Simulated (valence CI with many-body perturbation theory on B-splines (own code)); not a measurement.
E1 line list for Sn⁴⁵⁺

Method: valence CI with perturbative core correlation (CI+MBPT): three valence electrons over a frozen Dirac-Fock core [He], a basis of 11 s, 11 p, 9 d, 7 f, 5 g, 2 h, 1 i functions for each j, with the one-electron correlation potential Σ1, the two-electron term Σ2, the three-electron term Σ3, Breit, model QED; selected CI, second order for the rest (own B-spline code, finite nucleus).

The last digits are not significant, and no measured levels were compared; by estimate large intervals hold to a few tenths of a per cent, small ones and those within an open d or f shell to about a per cent.

Lines 1 to 50 of 275 in falling wavelength, among levels below 5088.2 eV, chosen from the strongest by gf and those to the six lowest levels. Wavelengths and rates use the calculated energies. Electric multipoles are in the length gauge, E1 and E2 with the static RPA response of the core. Weak lines are less certain than strong ones. Lines between different terms over intervals too small for the method are left out, as are lines whose strength nearly cancels. The highest levels of a list are the least certain.

Levels are named by their leading jj configuration (3d3/2^4 stands for four electrons in 3d with j = 3/2), which in mixed levels can hold well under half, so a name can repeat and another be missing. Letters in brackets count levels of one name in rising energy.

| λ vac (nm) | Upper | Lower | A (s⁻¹) | S (a.u.) |
| --- | --- | --- | --- | --- |
| 22.17 | (2s 2p3/2 3d5/2) J=9/2 | (2s 2p3/2 3p3/2) J=7/2 | 3.31e+09 | 1.78e-01 |
| 21.94 | (2p1/2 2p3/2 3d5/2) J=9/2 | (2p1/2 2p3/2 3p3/2) J=7/2 | 3.96e+09 | 2.06e-01 |
| 21.52 | (2p1/2 2p3/2 3d5/2) J=7/2 | (2p1/2 2p3/2 3p3/2) J=5/2 [a] | 3.58e+09 | 1.41e-01 |
| 21.45 | (2s 2p1/2 3d5/2) J=7/2 | (2s 2p1/2 3p3/2) J=5/2 | 3.73e+09 | 1.45e-01 |
| 20.86 | (2p1/2^2 3d5/2) J=5/2 | (2p1/2^2 3p3/2) J=3/2 | 4.32e+09 | 1.16e-01 |
| 20.36 | (2s 2p1/2 3d5/2) J=5/2 [a] | (2s 2p1/2 3p3/2) J=3/2 [a] | 3.63e+09 | 9.07e-02 |
| 20.01 | (2p1/2 2p3/2 3d5/2) J=5/2 [b] | (2p1/2 2p3/2 3p3/2) J=3/2 [b] | 3.14e+09 | 7.45e-02 |
| 19.18 | (2p1/2 2p3/2 3d5/2) J=5/2 [a] | (2p1/2 2p3/2 3p3/2) J=3/2 [a] | 3.25e+09 | 6.80e-02 |
| 19.03 | (2s 2p1/2 3d5/2) J=5/2 [b] | (2s 2p1/2 3p3/2) J=3/2 [b] | 4.52e+09 | 9.23e-02 |
| 18.79 | (2s 2p3/2 3d5/2) J=7/2 [a] | (2s 2p3/2 3p3/2) J=5/2 [a] | 4.09e+09 | 1.07e-01 |
| 18.08 | (2s 2p3/2 3d5/2) J=7/2 [b] | (2s 2p3/2 3p3/2) J=5/2 [b] | 3.45e+09 | 8.05e-02 |
| 12.68 | (2p1/2 2p3/2 3d3/2) J=7/2 | (2s 2p3/2 3d3/2) J=5/2 [b] | 8.33e+09 | 6.71e-02 |
| 12.18 | (2s 2p1/2 2p3/2) J=3/2 [a] | (2s^2 2p3/2) J=3/2 | 2.82e+08 | 1.01e-03 |
| 12.05 | (2p1/2 2p3/2 3p3/2) J=7/2 | (2s 2p3/2 3p3/2) J=5/2 [c] | 2.59e+10 | 1.79e-01 |
| 11.65 | (2s 2p3/2 3d3/2) J=5/2 [a] | (2s 2p3/2 3p1/2) J=5/2 | 8.60e+09 | 4.02e-02 |
| 11.60 | (2s 2p3/2 3p3/2) J=3/2 [a] | (2s 2p3/2 3s) J=3/2 [a] | 1.86e+10 | 5.72e-02 |
| 11.36 | (2s 2p3/2 3d3/2) J=5/2 [a] | (2s 2p3/2 3p1/2) J=3/2 [a] | 9.58e+09 | 4.16e-02 |
| 11.31 | (2p1/2 2p3/2 3d3/2) J=5/2 [a] | (2p1/2 2p3/2 3p1/2) J=3/2 [a] | 1.76e+10 | 7.52e-02 |
| 11.30 | (2p1/2^2 3d3/2) J=3/2 | (2p1/2^2 3p1/2) J=1/2 | 2.38e+10 | 6.78e-02 |
| 11.22 | (2s 2p3/2 3d3/2) J=7/2 | (2s 2p3/2 3p1/2) J=5/2 | 1.72e+10 | 9.59e-02 |
| 11.11 | (2p1/2 2p3/2 3p3/2) J=3/2 [a] | (2p1/2 2p3/2 3s) J=1/2 | 1.56e+10 | 4.24e-02 |
| 11.10 | (2s 2p3/2 3d3/2) J=3/2 [a] | (2s 2p3/2 3p1/2) J=3/2 [a] | 1.42e+10 | 3.83e-02 |
| 11.07 | (2p1/2 2p3/2 3p3/2) J=5/2 [b] | (2s 2p3/2 3p3/2) J=3/2 [b] | 1.71e+10 | 6.86e-02 |
| 11.02 | (2s 2p1/2 3p3/2) J=5/2 | (2s^2 3p3/2) J=3/2 | 2.08e+10 | 8.22e-02 |
| 10.95 | (2s 2p1/2 3d3/2) J=3/2 [a] | (2s 2p1/2 3p1/2) J=1/2 [a] | 2.15e+10 | 5.57e-02 |
| 10.87 | (2s 2p1/2 3p3/2) J=3/2 [b] | (2s 2p1/2 3s) J=1/2 [b] | 1.95e+10 | 4.94e-02 |
| 10.82 | (2p1/2 2p3/2 3d3/2) J=7/2 | (2p1/2 2p3/2 3p1/2) J=5/2 | 1.24e+10 | 6.18e-02 |
| 10.74 | (2p1/2 2p3/2 3p3/2) J=5/2 [a] | (2p1/2 2p3/2 3s) J=3/2 [a] | 3.42e+10 | 1.26e-01 |
| 10.71 | (2s 2p1/2 3d3/2) J=5/2 | (2s 2p1/2 3p1/2) J=3/2 | 1.16e+10 | 4.22e-02 |
| 10.70 | (2p1/2^2 3p3/2) J=3/2 | (2p1/2^2 3s) J=1/2 | 3.96e+10 | 9.57e-02 |
| 10.58 | (2s 2p3/2 3d3/2) J=5/2 [b] | (2s 2p3/2 3p1/2) J=3/2 [b] | 2.61e+10 | 9.17e-02 |
| 10.46 | (2s^2 3d3/2) J=3/2 | (2s^2 3p1/2) J=1/2 | 2.50e+10 | 5.65e-02 |
| 10.44 | (2s 2p3/2 3p3/2) J=5/2 [a] | (2s 2p3/2 3s) J=3/2 [a] | 1.74e+10 | 5.84e-02 |
| 10.42 | (2s 2p3/2 3p3/2) J=7/2 | (2s 2p3/2 3s) J=5/2 | 4.01e+10 | 1.79e-01 |
| 10.20 | (2p1/2 2p3/2 3p3/2) J=7/2 | (2s 2p3/2 3p3/2) J=5/2 [b] | 9.61e+09 | 4.02e-02 |
| 10.09 | (2p1/2 2p3/2 3p3/2) J=3/2 [b] | (2p1/2 2p3/2 3s) J=3/2 [b] | 2.56e+10 | 5.21e-02 |
| 9.899 | (2s 2p3/2 3p3/2) J=5/2 [c] | (2s 2p3/2 3s) J=3/2 [b] | 3.89e+10 | 1.12e-01 |
| 9.794 | (2s 2p1/2 3p3/2) J=3/2 [a] | (2s 2p1/2 3s) J=1/2 [a] | 4.47e+10 | 8.29e-02 |
| 9.470 | (2s 2p1/2 2p3/2) J=5/2 | (2s^2 2p3/2) J=3/2 | 3.35e+09 | 8.44e-03 |
| 9.326 | (2s^2 3p3/2) J=3/2 | (2s^2 3s) J=1/2 | 4.76e+10 | 7.63e-02 |
| 9.225 | (2s 2p1/2 3p3/2) J=5/2 | (2s 2p1/2 3s) J=3/2 | 2.73e+10 | 6.33e-02 |
| 9.200 | (2s 2p3/2 3p3/2) J=1/2 [b] | (2s 2p3/2 3s) J=1/2 | 4.56e+10 | 3.50e-02 |
| 9.170 | (2s 2p3/2 3p3/2) J=5/2 [a] | (2s 2p3/2 3s) J=5/2 | 2.27e+10 | 5.19e-02 |
| 9.076 | (2s 2p3/2 3p3/2) J=3/2 [b] | (2s 2p3/2 3s) J=1/2 | 3.56e+10 | 5.25e-02 |
| 9.018 | (2s 2p1/2 3p3/2) J=3/2 [b] | (2s 2p1/2 3s) J=3/2 | 2.80e+10 | 4.05e-02 |
| 8.950 | (2p1/2 2p3/2 3p3/2) J=5/2 [b] | (2s 2p3/2 3p3/2) J=5/2 [b] | 2.60e+10 | 5.52e-02 |
| 8.533 | (2s 2p1/2^2) J=1/2 | (2s^2 2p1/2) J=1/2 | 7.11e+09 | 4.36e-03 |
| 7.871 | (2p1/2^2 2p3/2) J=3/2 | (2s 2p1/2 2p3/2) J=3/2 [b] | 7.36e+09 | 7.09e-03 |
| 7.439 | (2p1/2^2 3d5/2) J=5/2 | (2s 2p1/2 3d5/2) J=7/2 | 2.14e+10 | 2.61e-02 |
| 7.009 | (2s 2p1/2 2p3/2) J=3/2 [b] | (2s^2 2p3/2) J=3/2 | 4.40e+09 | 2.99e-03 |
